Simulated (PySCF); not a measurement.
Gas-phase reaction: SnCl2 + 2 HCl → SnH2Cl2 + 2 Cl

Energies from PySCF (xtb for GFN2), thermal terms from the rigid-rotor harmonic-oscillator model, ideal gas at 1 bar. † marks an energy on the PBE0/def2-TZVP geometry and frequencies; other levels use their own. CCSD(T) freezes the core. Open shells (unrestricted): Cl (multiplicity 2, electronic degeneracy 6); the rest are closed-shell singlets. GFN2 has no spin-polarisation term. Spin-orbit splitting is ignored; it lowers the true energy and changes the entropy of Cl. Sn: scalar-relativistic def2 core potential, no spin-orbit coupling. SnH2Cl2: computed as isolated molecules; such fragments, hydroxides, amides, oligomers or adducts are transient or little studied in the gas. CCSD(T) isn't extrapolated to the basis-set limit; its ΔH°(298 K) is 397.1 kJ in def2-SVP and 436.1 kJ in def2-TZVPP. The harmonic model lacks anharmonicity and excited electronic states, which grow with temperature; levels with a mode under 35 cm⁻¹ are left out. Soft modes under 120 cm⁻¹ make the harmonic entropy rough for SnCl2, SnH2Cl2.

ΔH° and ΔS° at 298 K: CCSD(T)/def2-SVP† 397 kJ, -28 J/K; GFN2-xTB 557 kJ, -24 J/K; PBE0/def2-QZVP† 463 kJ, -28 J/K; ωB97M-V/def2-TZVP† 456 kJ, -28 J/K.

Question: With the heat capacities included, give log10 K (1 bar) at 500, 600, 1000, 1400, 1800 K from CCSD(T)/def2-SVP†, GFN2-xTB, PBE0/def2-QZVP†, ωB97M-V/def2-TZVP†.

Answer: 
```csv
T (K),CCSD(T)/def2-SVP†,GFN2-xTB,PBE0/def2-QZVP†,ωB97M-V/def2-TZVP†
500,-42.9,-59.4,-49.8,-49.1
600,-36.0,-49.6,-41.7,-41.1
1000,-22.0,-30.0,-25.4,-25.0
1400,-15.8,-21.4,-18.3,-18.0
1800,-12.4,-16.6,-14.3,-14.1
```
